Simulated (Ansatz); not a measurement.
The same group exchange along the group O, S, Se.

Program: Ansatz. Geometries: PBE0-D4/def2-TZVP. ΔE: electronic, gas phase. CCSD(T)/CBS adds triple-zeta CCSD(T) − MP2 to the extrapolated MP2 energy (def2 sets, frozen cores). This one scheme is used for every species. DFT in def2-TZVPP. For Se outer-core shells are correlated without core-valence functions, which leaves a few kJ/mol of doubt a bond. Scalar relativity is left out up to krypton. Each species was taken in one conformer, which may not be the lowest.

```
                                                   reaction  r2SCAN-D4 (kcal/mol)  CCSD/CBS(def2) (kcal/mol)  CCSD(T)/CBS(def2) (kcal/mol)
     `O[SiH2]N[SiH3]` + ethylene → `C=C[SiH2]N[SiH3]` + H₂O                  24.6                       24.2                          23.6
     `[SiH3]N[SiH2]S` + ethylene → `C=C[SiH2]N[SiH3]` + H₂S                  15.5                       14.8                          14.8
`[SiH3]N[SiH2][SeH]` + ethylene → `C=C[SiH2]N[SiH3]` + H₂Se                  15.8                       15.7                          15.8
```

Largest T1 diagnostic: 0.011, for `O[SiH2]N[SiH3]`.
